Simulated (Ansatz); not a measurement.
**Molecular dynamics of BFGeH4**

Input file:

```yaml
crystal:
  periodic: [false, false, false]
  atoms:
    - { symbol: F, position_ang: [-1.554916, -1.45938, 0.508022] }
    - { symbol: B, position_ang: [-0.305663, -1.203244, 0.188478] }
    - { symbol: Ge, position_ang: [0.265911, 0.795815, -0.151945] }
    - { symbol: H, position_ang: [0.438138, -2.143826, 0.114512] }
    - { symbol: H, position_ang: [1.734099, 0.890649, -0.594705] }
    - { symbol: H, position_ang: [0.095764, 1.622778, 1.133708] }
    - { symbol: H, position_ang: [-0.612133, 1.429207, -1.24377] }
basis:
  gaussian: { orbitals: def2-SVP }
hamiltonian:
  xc: hf
md:
  timestep: 0.5
  n_steps: 100
  ensemble: nve
  temperature: 700.0
  initial_velocities: maxwell_boltzmann
  seed: 644916
scf:
  lower_state_search: "off"
```

Launched with:

```bash
$ ansatz run input.yaml --threads 1 --pin off --max-ram 2048MiB --backend cpu --events-out ev --progress --plain --runs-dir out
```

It starts from a relaxed structure.

Output, in part (one step line in 4, the closing report, with atoms numbered from 0):

```
md step     0: t =     0.00 fs  T =   700.0 K  F+E_penalty+E_count = -59905.36055031 eV  E_kin = 0.452410 eV  conserved = -59904.90814031 eV  (24 SCF iters)
md step     4: t =     2.00 fs  T =   510.1 K  F+E_penalty+E_count = -59905.23644605 eV  E_kin = 0.329660 eV  conserved = -59904.90678638 eV  (25 SCF iters)
md step     8: t =     4.00 fs  T =   303.9 K  F+E_penalty+E_count = -59905.10263760 eV  E_kin = 0.196396 eV  conserved = -59904.90624119 eV  (26 SCF iters)
md step    12: t =     6.00 fs  T =   291.9 K  F+E_penalty+E_count = -59905.09542355 eV  E_kin = 0.188656 eV  conserved = -59904.90676778 eV  (25 SCF iters)
md step    16: t =     8.00 fs  T =   313.9 K  F+E_penalty+E_count = -59905.10984128 eV  E_kin = 0.202898 eV  conserved = -59904.90694337 eV  (26 SCF iters)
md step    20: t =    10.00 fs  T =   305.2 K  F+E_penalty+E_count = -59905.10399970 eV  E_kin = 0.197280 eV  conserved = -59904.90671999 eV  (26 SCF iters)
md step    24: t =    12.00 fs  T =   364.3 K  F+E_penalty+E_count = -59905.14202708 eV  E_kin = 0.235467 eV  conserved = -59904.90656011 eV  (26 SCF iters)
md step    28: t =    14.00 fs  T =   507.3 K  F+E_penalty+E_count = -59905.23528964 eV  E_kin = 0.327873 eV  conserved = -59904.90741689 eV  (26 SCF iters)
md step    32: t =    16.00 fs  T =   484.0 K  F+E_penalty+E_count = -59905.22005627 eV  E_kin = 0.312835 eV  conserved = -59904.90722148 eV  (27 SCF iters)
md step    36: t =    18.00 fs  T =   322.7 K  F+E_penalty+E_count = -59905.11510813 eV  E_kin = 0.208550 eV  conserved = -59904.90655810 eV  (27 SCF iters)
md step    40: t =    20.00 fs  T =   252.5 K  F+E_penalty+E_count = -59905.06941032 eV  E_kin = 0.163186 eV  conserved = -59904.90622389 eV  (26 SCF iters)
md step    44: t =    22.00 fs  T =   375.8 K  F+E_penalty+E_count = -59905.14981668 eV  E_kin = 0.242869 eV  conserved = -59904.90694770 eV  (26 SCF iters)
md step    48: t =    24.00 fs  T =   441.9 K  F+E_penalty+E_count = -59905.19335653 eV  E_kin = 0.285612 eV  conserved = -59904.90774403 eV  (25 SCF iters)
md step    52: t =    26.00 fs  T =   240.1 K  F+E_penalty+E_count = -59905.06167013 eV  E_kin = 0.155179 eV  conserved = -59904.90649103 eV  (25 SCF iters)
md step    56: t =    28.00 fs  T =   161.7 K  F+E_penalty+E_count = -59905.01077300 eV  E_kin = 0.104533 eV  conserved = -59904.90623969 eV  (26 SCF iters)
md step    60: t =    30.00 fs  T =   283.3 K  F+E_penalty+E_count = -59905.09051271 eV  E_kin = 0.183071 eV  conserved = -59904.90744215 eV  (25 SCF iters)
md step    64: t =    32.00 fs  T =   253.5 K  F+E_penalty+E_count = -59905.07052757 eV  E_kin = 0.163862 eV  conserved = -59904.90666556 eV  (25 SCF iters)
md step    68: t =    34.00 fs  T =   255.5 K  F+E_penalty+E_count = -59905.07138822 eV  E_kin = 0.165115 eV  conserved = -59904.90627276 eV  (26 SCF iters)
md step    72: t =    36.00 fs  T =   418.0 K  F+E_penalty+E_count = -59905.17713448 eV  E_kin = 0.270159 eV  conserved = -59904.90697579 eV  (26 SCF iters)
md step    76: t =    38.00 fs  T =   510.9 K  F+E_penalty+E_count = -59905.23773267 eV  E_kin = 0.330163 eV  conserved = -59904.90756918 eV  (26 SCF iters)
md step    80: t =    40.00 fs  T =   340.8 K  F+E_penalty+E_count = -59905.12735911 eV  E_kin = 0.220263 eV  conserved = -59904.90709606 eV  (25 SCF iters)
md step    84: t =    42.00 fs  T =   115.1 K  F+E_penalty+E_count = -59904.98033487 eV  E_kin = 0.074417 eV  conserved = -59904.90591782 eV  (26 SCF iters)
md step    88: t =    44.00 fs  T =   187.6 K  F+E_penalty+E_count = -59905.02798335 eV  E_kin = 0.121245 eV  conserved = -59904.90673828 eV  (26 SCF iters)
md step    92: t =    46.00 fs  T =   334.7 K  F+E_penalty+E_count = -59905.12358592 eV  E_kin = 0.216344 eV  conserved = -59904.90724158 eV  (26 SCF iters)
md step    96: t =    48.00 fs  T =   348.8 K  F+E_penalty+E_count = -59905.13223210 eV  E_kin = 0.225424 eV  conserved = -59904.90680849 eV  (26 SCF iters)
md step   100: t =    50.00 fs  T =   344.5 K  F+E_penalty+E_count = -59905.12920751 eV  E_kin = 0.222673 eV  conserved = -59904.90653498 eV  (27 SCF iters)
Total energy: -59905.12920751 eV, -2201.4728932211 hartree
Atom 0 at    -1.593637    -1.570104     0.569740 Å, force     1.070411     0.646571    -0.692412 eV/Å
Atom 1 at    -0.387171    -1.192593     0.114145 Å, force    -0.885175     0.091763     1.108262 eV/Å
Atom 2 at     0.286939     0.821118    -0.153394 Å, force    -1.372728     0.076657    -1.810209 eV/Å
Atom 3 at     0.422366    -2.058664     0.031223 Å, force     0.125811    -0.339427    -0.302303 eV/Å
Atom 4 at     1.785062     0.716587    -0.394083 Å, force     0.265428     0.138213    -0.029771 eV/Å
Atom 5 at    -0.031307     1.761606     0.981871 Å, force    -0.006899     0.175976     0.503160 eV/Å
Atom 6 at    -0.431475     1.528730    -1.470930 Å, force     0.803152    -0.789754     1.223272 eV/Å
Dipole moment:     0.178215    -0.026330    -0.019284 e Å
```

The run went to its last step. The conserved energy stayed within 0.32 meV per atom of its start (net change 0.23 meV per atom), so the integration is sound. A run of 0.05 ps of so small a system gives no equilibrium averages.

The same pairs are bonded in the first frame and the last. Pairs count as bonded within 1.25 times the sum of covalent radii (0.12 Å more for H–H).

Last frame:

```xyz
7
Properties=species:S:1:pos:R:3
F -1.594 -1.570 0.570
B -0.387 -1.193 0.114
Ge 0.287 0.821 -0.153
H 0.422 -2.059 0.031
H 1.785 0.717 -0.394
H -0.031 1.762 0.982
H -0.431 1.529 -1.471
```

Run time: 72 s on 1 CPU thread of a shared host.
